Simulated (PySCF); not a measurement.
How methods differ on the ionisation energy of As⁺

As⁺ [Ar] 3d10 4s2 4p2 (3P) → As²⁺ [Ar] 3d10 4s2 4p1 (2P), as a difference of total energies. Calculation: PySCF 2.14, in def2-QZVPPD; the non-relativistic Hamiltonian (point nucleus). Correlated levels: valence: [Ar] 3d10 frozen; valence and next inner shell: [Ne] frozen. The calculations carry no spin-orbit coupling.

```csv
method,ionisation energy (eV)
UHF,17.980
LDA,18.666
PBE,18.511
PBE0,18.564
r2SCAN,18.729
wB97X-V,18.368
PBEsol,18.530
BP86,18.620
LC-wPBE,18.671
MP2 (valence),18.388
SCS-MP2 (valence),18.313
MP2 (valence and next inner shell),18.543
SCS-MP2 (valence and next inner shell),18.423
```

Question: How much does correlation contribute at MP2 (valence and next inner shell)?

Answer: 18.543 − (17.980) = 0.563 eV, measured against UHF.

A first-order spin-orbit estimate (lowest level to lowest level, LS coupling) adds -0.031 eV.

These non-relativistic numbers lack the scalar-relativistic shift.

Errors of the correlated levels include the incompleteness of this basis and the frozen core.

For comparison: 18.589 eV (measured; NIST Atomic Spectra Database, ionization energies).
